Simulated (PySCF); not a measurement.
How methods differ on the ionisation energy of Hg⁷⁵⁺

Hg⁷⁵⁺ [He] 2s2 2p1 (2P) → Hg⁷⁶⁺ [He] 2s2 (1S), as a difference of total energies. Computed with PySCF 2.14 in an uncontracted even-tempered set (18 s from 56 bohr⁻², ratio 2.2; 13 p from 72 bohr⁻², ratio 2.2; 5 d from 270 bohr⁻², ratio 2.4; 5 f from 400 bohr⁻², ratio 2.4; 4 g from 600 bohr⁻², ratio 2.4), with scalar relativity by spin-free X2C-1e. Correlated levels: nothing frozen; virtual orbitals above 40 to 60 times the deepest correlated orbital energy dropped. The calculations carry no spin-orbit coupling.

```csv
method,ionisation energy (eV)
UHF,21129.6
LDA,21117.4
PBE,21131.7
PBE0,21131.4
r2SCAN,21135.8
B3LYP,21132.6
M06,21128.4
MP2 (all electrons),21129.6
SCS-MP2 (all electrons),21129.4
```

A first-order spin-orbit estimate (lowest level to lowest level, LS coupling) adds 1277.7 eV.

For this ion Breit and QED terms and the two-electron picture change, all absent here, outweigh the differences among the correlated methods.

First order in ζ underestimates the shift of j = l − 1/2 levels at high Z.

For comparison: 22580 ± 100 eV (theoretical estimate listed by NIST; NIST Atomic Spectra Database, ionization energies).
